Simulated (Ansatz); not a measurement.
Molecule: C$_{4}$H$_{4}$NSe, charge -1, multiplicity 1. It need not be the lowest isomer of its formula. Whether it binds its extra electron was not tested at this geometry. 
Coordinates optimised at B3LYP-D3(BJ)/def2-TZVP (Ansatz, a program for electronic structure):
SMILES: [NH-]c1ccc[se]1
```xyz
10

N      2.2877    -0.7833     0.0039
C      0.9882    -0.7214     0.0191
C      0.0308    -1.7511     0.0793
C     -1.3335    -1.3854     0.0816
C     -1.6637    -0.0626     0.0259
Se    -0.0726     0.9827    -0.0438
H      2.7121     0.1369    -0.0439
H      0.3647    -2.7805     0.1216
H     -2.1094    -2.1464     0.1271
H     -2.6431     0.3857     0.0191
```
Charge -1, spin multiplicity 1.

Basis-set convergence of Hartree-Fock and CCSD(T) correlation energies (hartree) with Ansatz. Cores are frozen in the correlated levels unless marked. Spin-orbit coupling is left out. Frozen are the shells of the preceding noble gas and the d and f shells that filled before the atom's block. Non-relativistic.

```tsv
basis	functions	E(HF)	E(corr, CCSD(T))
aug-cc-pVDZ	187	-2608.04457	-0.94088
aug-cc-pVTZ	381	-2608.16433	-1.11357
aug-cc-pVQZ	677	-2608.17910	-1.16484
```

Extrapolating the two largest sets (X = 3 and 4) as X^-3: E(corr) = (64·(-1.16484) - 27·(-1.11357))/37 = -1.2023 Eh, an estimate of the basis-set limit. The largest set recovers 96.9 % of it, the smallest 78.3 %.
